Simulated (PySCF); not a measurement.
# Computed structure and properties of WO2F2

System: WO2F2 (singlet); start: template (C2v). Method: PySCF 2.14.0, RKS r2SCAN, W def2-SVP with ECP60, O def2-SVP, F def2-SVP; non-relativistic Hamiltonian with scalar-relativistic core potentials where named; density fitting; no spin-orbit coupling.

Input of the relaxation:

```python
mol = gto.M(atom='''
W      0.00000     0.00000     0.04028
O      0.87160     0.87160     0.91188
O     -0.87160    -0.87160     0.91188
F      1.00300    -1.00300    -0.96272
F     -1.00300     1.00300    -0.96272''',
    basis={'W': 'def2-SVP', 'O': 'def2-SVP', 'F': 'def2-SVP'},
    ecp={'W': 'def2-SVP'},
    charge=0, spin=0)
mf = dft.RKS(mol, xc='R2SCAN')
mf.grids.atom_grid = (50, 194)
mf = mf.density_fit()  # fitting sets: W def2-universal-JKFIT, O def2-universal-JKFIT, F def2-universal-JKFIT
mf.conv_tol = 1e-08; mf.max_cycle = 55
mf.kernel(dm0)  # dm0: converged density of the start geometry
# quasi-Newton relaxation in Cartesian coordinates to a largest gradient under 0.00045 Eh/bohr, steps kept in the point group
```

Run from Python with OMP_NUM_THREADS=2; the lines above give its settings. Where DIIS fails, smearing, a level shift and second-order steps follow.
It took 19 s on 2 threads of Arm Neoverse V2 (shared host), from the converged density of the start.

Course of the relaxation:

```tsv
step	energy above end (eV)	largest force component within the symmetry (eV/Å)
0	4.2633	18.185
1	0.3615	6.873
2	0.0271	1.046
3	0.0032	0.199
4	0.0001	0.109
5	0.0000	0.034
6	0.0000	0.014
```

Relaxed geometry (C2v):

```xyz
5

W     0.0000    0.0000   -0.0249
O     0.9611    0.9611    1.0033
O    -0.9611   -0.9611    1.0033
F     1.1118   -1.1118   -1.0215
F    -1.1118    1.1118   -1.0215
```

```
  contact      Å
W1–O2 (O)  1.704
W1–O3 (O)  1.704
W1–F4 (F)  1.862
W1–F5 (F)  1.862
```

On the finer grid (75, 302):

```json
{"HOMO": "-8.50 eV", "LUMO": "-3.37 eV", "Dipole about the centre of mass": "1.74 D", "Set of Mulliken populations of W1 outside the core potential": "s 2.35, p 6.32, d 3.79, f 0.23", "D3(BJ) dispersion energy (not in the energies)": "-0.022 eV"}
```

| atom | Mulliken (e) | Löwdin (e) | spin (e) |
| --- | --- | --- | --- |
| W1 | 1.32 | 0.52 | 0.00 |
| O2 | -0.34 | -0.13 | 0.00 |
| O3 | -0.34 | -0.13 | 0.00 |
| F4 | -0.32 | -0.13 | 0.00 |
| F5 | -0.32 | -0.13 | 0.00 |

No frequency check is given for this geometry.

Rigid scan of O along the line from its metal:

(distance to O2 (Å), energy (eV)): (1.40, 4.488), (1.50, 1.646), (1.60, 0.342), (1.70, 0.000), (1.80, 0.243), (1.90, 0.824), (2.00, 1.585), (2.15, 2.852)

Taking off one F (charge -1, singlet; the rest: singlet) in vacuum, both parts rigid, costs 14.61 eV; the small basis without counterpoise inflates it. Most of it is the attraction of opposite charges; other ways to part are cheaper, and one spin state was tried for the rest.

Rigid scan of F along the line from its metal:

```json
{"distance to F4 (Å)": "1.56", "energy (eV)": "2.522"}
{"distance to F4 (Å)": "1.66", "energy (eV)": "0.931"}
{"distance to F4 (Å)": "1.76", "energy (eV)": "0.197"}
{"distance to F4 (Å)": "1.86", "energy (eV)": "0.000"}
{"distance to F4 (Å)": "1.96", "energy (eV)": "0.132"}
{"distance to F4 (Å)": "2.06", "energy (eV)": "0.460"}
{"distance to F4 (Å)": "2.26", "energy (eV)": "1.389"}
{"distance to F4 (Å)": "2.56", "energy (eV)": "2.900"}
{"distance to F4 (Å)": "2.96", "energy (eV)": "4.564"}
{"distance to F4 (Å)": "3.46", "energy (eV)": "5.899"}
```

One start shape was tried, so this needn't be the lowest isomer.
